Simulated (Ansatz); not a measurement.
Ideal-gas functions of CH₄N₂OSi (`N=C1O[SiH]1N`) at 800 K and 1 bar, from an Ansatz frequency run at PBE0-D4/def2-TZVP.

Molar mass 88.14 g/mol, point group C1 (symmetry number 1), electronic degeneracy 1, moments of inertia 44.765, 187.855, 203.279 u Å². Harmonic wavenumbers (cm⁻¹, unscaled): 137, 221, 301, 362, 399, 437, 605, 688, 697, 764, 878, 910, 942, 1025, 1188, 1575, 1831, 2286, 3449, 3625, 3726.

Use S(trans) = R[1.5 ln M + 2.5 ln T − 1.1517]; rotational temperatures θ = 24.2544 K / I; S(rot) = R[ln(√π/σ · √(T³/θAθBθC)) + 1.5]; for each mode x = 1.438777 ν̃/T, S = R[x/(eˣ − 1) − ln(1 − e⁻ˣ)] and H = RT x/(eˣ − 1); 1 cm⁻¹ = 0.0119627 kJ/mol; R = 8.31446 J/(mol·K).

**Question.** By hand: the entropy, in J/(mol·K).

**Answer.** Translation 185.2. Rotation: θ = 0.5418, 0.1291, 0.1193 K, giving 120.5. Vibration, mode by mode: 19.98, 16.04, 13.52, 12.03, 11.25, 10.53, 8.01, 7.05, 6.96, 6.30, 5.33, 5.09, 4.86, 4.31, 3.42, 1.98, 1.37, 0.71, 0.12, 0.09, 0.08, in all 139.0. Electronic 0.0. Sum 444.7 J/(mol·K).

**Question.** By hand: H − E and G − E in kJ/mol, counted from the electronic energy.

**Answer.** Zero-point energy ½ × 26046 × 0.0119627 = 155.8; thermal vibration 58.2; translation, rotation and pV give 4 RT = 26.6. H − E = 240.6 kJ/mol, and G − E = 240.6 − 800 × 444.7/1000 = -115.2 kJ/mol.

Vibration gives 31 % of the entropy, 20.0 J/(mol·K) of it from the mode under 150 cm⁻¹: soft modes count most, and the harmonic formula is weakest for them. The sum counts one conformer and one mirror image; others add a mixing term.
